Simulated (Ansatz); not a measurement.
Geometry optimisation, DFT PBE-D3(BJ), scalar-relativistic, plane waves, PAW in Ansatz.

input.yaml

```yaml
accuracy: low
crystal:
  lattice:
    - [7.851424, 0.0, 0.0]
    - [0.0, 7.851424, 0.0]
    - [0.0, 0.0, 7.851424]
  atoms:
    - { symbol: Cl, position: [0.1834555, 0.301858, 0.5346367] }
    - { symbol: H, position: [0.3420958, 0.3118288, 0.4984295] }
    - { symbol: Cl, position: [0.6983817, 0.4328489, 0.1256569] }
    - { symbol: H, position: [0.844753, 0.4169036, 0.055669] }
    - { symbol: Cl, position: [1.0584691, 0.5865975, 0.2163558] }
    - { symbol: H, position: [0.9071305, 0.6423864, 0.2400489] }
    - { symbol: Cl, position: [0.1225984, 0.1177625, 0.1191824] }
    - { symbol: H, position: [0.004004, 0.2166694, 0.0669339] }
    - { symbol: C, position: [0.4238421, 0.9312039, 0.3045548] }
    - { symbol: C, position: [0.4265319, 0.9354429, 0.1497394] }
    - { symbol: H, position: [0.4288894, 0.9391583, 0.0140507] }
    - { symbol: H, position: [0.4214847, 0.9274886, 0.4402435] }
    - { symbol: C, position: [0.8833052, 0.7605763, 0.5289646] }
    - { symbol: C, position: [0.7388725, 0.7241309, 0.486492] }
    - { symbol: H, position: [0.6122837, 0.6921881, 0.4492667] }
    - { symbol: H, position: [1.009894, 0.792519, 0.56619] }
    - { symbol: C, position: [0.8590961, 0.1320738, 0.8271753] }
    - { symbol: C, position: [0.880575, 0.2660863, 0.7525276] }
    - { symbol: H, position: [0.8994003, 0.3835423, 0.6871021] }
    - { symbol: H, position: [0.8402708, 0.0146177, 0.8926008] }
    - { symbol: C, position: [0.554824, 0.3866245, 0.7130923] }
    - { symbol: C, position: [0.4715726, 0.4545183, 0.8246836] }
    - { symbol: H, position: [0.3986064, 0.5140242, 0.9224885] }
    - { symbol: H, position: [0.6277902, 0.3271185, 0.6152875] }
basis:
  ecutwfc: 420.0
kpoints:
  mp_grid: { grid: [1, 1, 1] }
hamiltonian:
  xc: pbe
  dispersion: d3bj
scf:
  occupations: { method: fermi_dirac, width: 0.05 }
  lower_state_search: "off"
relax:
  f_tol: 0.3
  max_steps: 15
  adjacent_minimum: "off"
```

Command:

```bash
$ ansatz run input.yaml --threads 1 --pin off --max-ram 3072MiB --backend cpu --events-out ev --progress --plain --runs-dir out
```

Where does it end, and by what steps?

The run converged. The threshold is loose, so the end isn't yet a minimum. The force dipped under the threshold on the way, but the program's further checks kept it going. Limits of this set-up: coarse k mesh, low accuracy level. After 13 steps the energy has fallen by 1.592 eV; H24 moved furthest, 1.36 Å.

```json
{"step": "0", "energy less start (eV)": "0.0000", "largest force component (eV/Å)": "1.177", "accepted": "yes"}
{"step": "1", "energy less start (eV)": "-0.3434", "largest force component (eV/Å)": "0.251", "accepted": "yes"}
{"step": "2", "energy less start (eV)": "-0.4968", "largest force component (eV/Å)": "1.073", "accepted": "yes"}
{"step": "3", "energy less start (eV)": "-0.6843", "largest force component (eV/Å)": "0.644", "accepted": "yes"}
{"step": "4", "energy less start (eV)": "-0.8218", "largest force component (eV/Å)": "0.553", "accepted": "yes"}
{"step": "5", "energy less start (eV)": "-0.9624", "largest force component (eV/Å)": "0.626", "accepted": "yes"}
{"step": "6", "energy less start (eV)": "-1.1044", "largest force component (eV/Å)": "0.574", "accepted": "yes"}
{"step": "7", "energy less start (eV)": "-1.2218", "largest force component (eV/Å)": "0.611", "accepted": "yes"}
{"step": "8", "energy less start (eV)": "-1.3365", "largest force component (eV/Å)": "0.382", "accepted": "yes"}
{"step": "9", "energy less start (eV)": "-1.4230", "largest force component (eV/Å)": "0.504", "accepted": "yes"}
{"step": "10", "energy less start (eV)": "-1.4792", "largest force component (eV/Å)": "0.580", "accepted": "yes"}
{"step": "11", "energy less start (eV)": "-1.5200", "largest force component (eV/Å)": "0.442", "accepted": "yes"}
{"step": "12", "energy less start (eV)": "-1.5916", "largest force component (eV/Å)": "0.207", "accepted": "yes"}
{"step": "13", "energy less start (eV)": "-1.5916", "largest force component (eV/Å)": "0.207", "accepted": "yes"}
```

```xyz
24
Lattice="7.8514 0.0000 0.0000 0.0000 7.8514 0.0000 0.0000 0.0000 7.8514" Properties=species:S:1:pos:R:3
Cl 1.416 2.252 3.681
H 2.128 2.792 4.639
Cl 5.086 2.861 1.914
H 6.169 3.428 1.439
Cl 7.885 4.723 0.847
H 7.776 5.316 2.026
Cl 1.499 0.898 0.053
H 0.399 1.136 -0.623
C 3.482 7.164 2.671
C 3.635 6.630 1.596
H 3.751 6.179 0.628
H 3.339 7.667 3.609
C 7.634 6.131 4.178
C 6.540 5.909 3.711
H 5.563 5.755 3.285
H 8.598 6.353 4.592
C 6.214 0.848 6.477
C 6.577 1.872 5.946
H 6.903 2.773 5.464
H 5.902 -0.059 6.955
C 3.884 3.804 5.341
C 3.320 3.840 6.415
H 2.828 3.837 7.372
H 4.399 3.742 4.396
```

Whether the end is a true minimum wasn't checked by a vibrational analysis.

The run took 22 s on 1 thread of Intel(R) Xeon(R) Platinum 8488C (Sapphire Rapids) (shared host), peak memory 0.5 GiB.
